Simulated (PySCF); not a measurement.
Cl3HSi, charge +1, multiplicity 2. Atoms are numbered in the order given.

```xyz
5

Si     0.0000     0.0000     0.2293
Cl    -1.7181    -0.9920    -0.0988
Cl     0.0000     1.9839    -0.0988
Cl     1.7181    -0.9920    -0.0988
H      0.0000     0.0000     1.8285
```
Charge +1, spin multiplicity 2.

The structure is a stationary point at r2SCAN-D4/def2-SVP. The multiplicity is an assumed one; other spin states were not compared. The isomer is the one that the SMILES or the coordinates give; other isomers of the formula were not compared.

All values below come from CAM-B3LYP/def2-TZVPD (PySCF).

Mulliken values depend strongly on the basis, most of all with diffuse functions as here. ESP charges are fitted to the potential on shells at 1.4 to 2.0 van der Waals radii. Atomic charges (e):

```json
[
 {"atom": "Si1", "ESP fit": "(withheld)", "Mulliken": "0.80", "Mulliken spin": "0.06"},
 {"atom": "Cl2", "ESP fit": "(withheld)", "Mulliken": "0.01", "Mulliken spin": "0.19"},
 {"atom": "Cl3", "ESP fit": "(withheld)", "Mulliken": "0.01", "Mulliken spin": "0.19"},
 {"atom": "Cl4", "ESP fit": "(withheld)", "Mulliken": "0.01", "Mulliken spin": "0.19"},
 {"atom": "H5", "ESP fit": "(withheld)", "Mulliken": "0.18", "Mulliken spin": "0.39"}
]
```

Task: Some entries are withheld; supply them. (An estimate is asked for; the answer gives what the named calculation found.)

Result: 
- Si1, ESP fit: -0.02
- Cl2, ESP fit: 0.26
- Cl3, ESP fit: 0.26
- Cl4, ESP fit: 0.26
- H5, ESP fit: 0.24
